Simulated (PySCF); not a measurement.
Ge(H)3(NMe2) (C2H9GeN), SMILES C[N](C)[GeH3]. Heavy atoms are numbered as in [GeH3:1][N:2]([CH3:3])[CH3:4]. Hydrogens are named by the atom that carries them.

Geometry optimised at TPSSh-D3(BJ)/def2-SVP.

Calculation: PBE/pcSseg-1 run with PySCF.

GIAO shieldings, no solvent; atoms alike by connectivity are averaged. δ = σ(ref) − σ: ⁷³Ge against GeH4 (σ = 1614.4 ppm); ¹⁵N against NH3 (σ = 267.0 ppm); ¹³C against TMS (σ = 182.0 ppm); ¹H against TMS (σ = 31.49 ppm), references at their B3LYP-D3(BJ)/def2-TZVP geometries, non-relativistic.

Computed chemical shifts:
| nucleus | atoms | count | δ (ppm) |
|---|---|---|---|
| ⁷³Ge | Ge1 (GeH3) | 1 | 229.7 |
| ¹⁵N | N2 | 1 | 30.6 |
| ¹³C | C3 (CH3) | 2 | 47.4 |
| ¹H | H on Ge1 | 3 | 5.01 |
| ¹H | H on C3 | 6 | 2.88 |
